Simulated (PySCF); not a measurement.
Mo(NH)2(F)(OH) (FH3MoN2O), SMILES [Mo]([OH])(=[NH])(=[NH])[F], multiplicity 1. Geometry: PBE0-D3(BJ)/def2-SVP. The multiplicity is an assumed one; no other spin state was optimised. The structure was generated by enumeration; whether it is a known compound was not checked. The def2 effective core potentials stand for the cores of Mo; spin–orbit coupling is left out. Other conformers were not sampled.

These are PBE0-D3(BJ)/def2-SVP in PySCF 2.14.0 values and carry that method's errors.

Harmonic wavenumbers (cm⁻¹): 188, 241, 248, 260, 284, 325, 402, 560, 617, 673, 692, 752, 775, 1025, 1057, 3630, 3649, 3907. Rotational constants (GHz): 3.747, 3.284, 3.106; symmetry number 1.

Problem. Work out the zero-point energy and the ideal-gas rigid-rotor harmonic-oscillator thermochemistry at 298.15 K and 1 atm.

Solution. ZPE = ½ Σ hcν = ½ × 19283 cm⁻¹ = 27.57 kcal/mol. H − E(el) = 32.44 kcal/mol. Entropy in cal/(mol K): translation 41.16, rotation 26.53, vibration 13.44, total 81.13. G − E(el) = 8.26 kcal/mol. Cp = 25.83 cal/(mol K).
